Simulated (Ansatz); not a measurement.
C$_{4}$H$_{12}$Ga$_{2}$O, SMILES `[CH3][Ga]([CH3])[O][Ga]([CH3])[CH3]`, relaxed with RKS PBE0-D4/def2-TZVP in the Gaussian-basis code of Ansatz from a GFN2-xTB geometry. The force threshold is 0.005 eV/Å; the program also tests the step.

Charge 0, multiplicity 1.

Start:

```xyz
19

C     2.795    1.248   -0.969
Ga    1.226    1.228    0.343
C     0.773    2.396    1.960
O     0.027   -0.027    0.008
Ga   -1.209   -1.243   -0.334
C    -3.024   -0.467   -0.870
C    -0.551   -3.168   -0.119
H     2.442    0.989   -1.969
H     3.268    2.230   -0.995
H     3.542    0.512   -0.669
H     1.674    2.843    2.381
H     0.276    1.795    2.722
H     0.096    3.200    1.662
H    -2.992    0.621   -0.806
H    -3.811   -0.841   -0.213
H    -3.273   -0.756   -1.892
H    -1.369   -3.877   -0.243
H     0.217   -3.381   -0.865
H    -0.108   -3.301    0.869
```

(1) How much energy does the relaxation release, and in how many steps? (Estimate.)

(2) Which bonds change most? (Estimate.)

(3) Give the relaxed structure. (Best estimate.)

Results:

(1) The calculation gave: 0.23 eV, in 76 steps, 7 of them rejected.

(2) Computed: Ga5–C6 from 2.046 to 1.963 Å; C1–Ga2 from 2.045 to 1.963 Å; Ga2–C3 from 2.046 to 1.971 Å; Ga5–C7 from 2.045 to 1.971 Å.

(3) Computed: 
```xyz
19

C     2.496    2.104   -1.179
Ga    1.297    1.063   -0.026
C     1.476    0.729    1.908
O    -0.125    0.366   -0.853
Ga   -1.369   -0.854   -0.458
C    -2.908   -0.889   -1.676
C    -1.042   -2.010    1.105
H     2.122    2.121   -2.203
H     2.584    3.132   -0.818
H     3.501    1.675   -1.178
H     2.313    1.277    2.344
H     1.629   -0.338    2.092
H     0.561    1.019    2.430
H    -2.803   -0.125   -2.447
H    -3.838   -0.715   -1.130
H    -2.995   -1.866   -2.158
H    -1.813   -2.774    1.220
H    -0.073   -2.506    1.012
H    -1.012   -1.409    2.017
```
